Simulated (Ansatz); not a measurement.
Job for Ansatz (a first-principles code): R-B3LYP-D3(BJ)/def2-TZVP on GeI4 (SMILES [I][Ge]([I])([I])[I]). Elements past Kr take the def2 small-core potentials; no spin–orbit coupling.

Ansatz 0.2 input:
```yaml
crystal:
  periodic: [false, false, false]
  atoms:
    - {symbol: Ge, position_ang: [-0.02370000, -0.01860000, -0.01650000]}
    - {symbol: I, position_ang: [1.42320000, 1.39280000, 1.42710000]}
    - {symbol: I, position_ang: [1.41410000, -1.41120000, -1.40780000]}
    - {symbol: I, position_ang: [-1.40280000, 1.43900000, -1.42300000]}
    - {symbol: I, position_ang: [-1.41080000, -1.40200000, 1.42020000]}
basis:
  gaussian:
    orbitals: def2-TZVP
hamiltonian:
  xc: b3lyp
  dispersion: d3bj
relax: {f_tol: 0.004, max_steps: 120}
scf: {lower_state_search: off}
```

Q: What total energy does the run end on?

A: -3268.4526 hartree.

Q: How many basis functions does it have, and what does it roughly cost on one machine?

A: 248 functions; about 2.6 core-minutes (a rough figure).
